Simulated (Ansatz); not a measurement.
A CCSD(T) single point on CH$_{4}$FIOSi (`O[SiH](I)CF`).

```yaml
crystal:
  periodic: [false, false, false]
  atoms:
    - {symbol: O, position_ang: [-0.445286, 1.320491, 1.283172]}
    - {symbol: Si, position_ang: [0.524469, 0.497060, 0.261872]}
    - {symbol: I, position_ang: [2.049725, -0.996985, 1.465774]}
    - {symbol: C, position_ang: [-0.405557, -0.661974, -0.899628]}
    - {symbol: F, position_ang: [-1.312774, 0.051747, -1.672161]}
    - {symbol: H, position_ang: [-0.977579, 0.833873, 1.914773]}
    - {symbol: H, position_ang: [1.307941, 1.513137, -0.465556]}
    - {symbol: H, position_ang: [-0.950455, -1.430176, -0.339604]}
    - {symbol: H, position_ang: [0.298018, -1.173471, -1.565742]}
basis:
  gaussian: {orbitals: def2-TZVPP}
correlation: {method: ccsd_t}
```

```sh
$ ansatz run in.yaml --threads 4 --pin off --events-out ev --progress --plain --max-ram 10444MiB
```

Output of Ansatz, abridged:

```
Functional definition: HF
1631 factors; integrals over basis functions are off by at most 8.8e-4 eV
mean field evaluation 1: about -21773.3173 eV, gradient 4.1e1 eV
mean field evaluation 2: about -21773.5318 eV, gradient 4.1e1 eV
mean field evaluation 4: about -21776.8607 eV, gradient 3.7e0 eV
mean field evaluation 8: about -21776.9167 eV, gradient 2.5e-1 eV
mean field -21776.91699314 eV, -800.2869385735 hartree, gradient 2.1e-6 eV, S^2 0.000000; 0 other end points of the search recorded, 0 dependent functions left out
12 core orbitals not correlated: weight in the atoms' cores, before any rotation towards them, 1.000 or more for the frozen orbitals, at most 0.000 for the correlated occupied ones
reference -21776.91699314 eV, -800.2869385735 hartree; 21, 21 occupied and 208, 208 virtual orbitals, 1631 factors
second order -34.65846660 eV of doubles, -0.00000000 eV of singles
cycle   1  -33.61521377 eV  change     1.0e0 eV  update   1.1e-1
cycle   2  -34.37081421 eV  change   -7.6e-1 eV  update   3.2e-2
cycle   3  -34.51208441 eV  change   -1.4e-1 eV  update   1.5e-2
cycle   4  -34.48540509 eV  change    2.7e-2 eV  update   3.4e-3
cycle   5  -34.48327903 eV  change    2.1e-3 eV  update   1.6e-3
cycle   6  -34.48496569 eV  change   -1.7e-3 eV  update   5.2e-4
cycle   7  -34.48481973 eV  change    1.5e-4 eV  update   2.1e-4
cycle   8  -34.48461541 eV  change    2.0e-4 eV  update   7.2e-5
cycle   9  -34.48463068 eV  change   -1.5e-5 eV  update   2.8e-5
perturbative correction -1.03790969 eV, -0.0381424775 hartree
Total energy: -21812.43953351 eV, -801.5923678541 hartree
```

Run time 3.3 min (4 threads of an Arm Neoverse V2 on a shared host); peak host memory 5.3 GiB.

The correlation energy is -35.523 eV, 2.9 % of it from (T); the T1 diagnostic reads 0.0102.
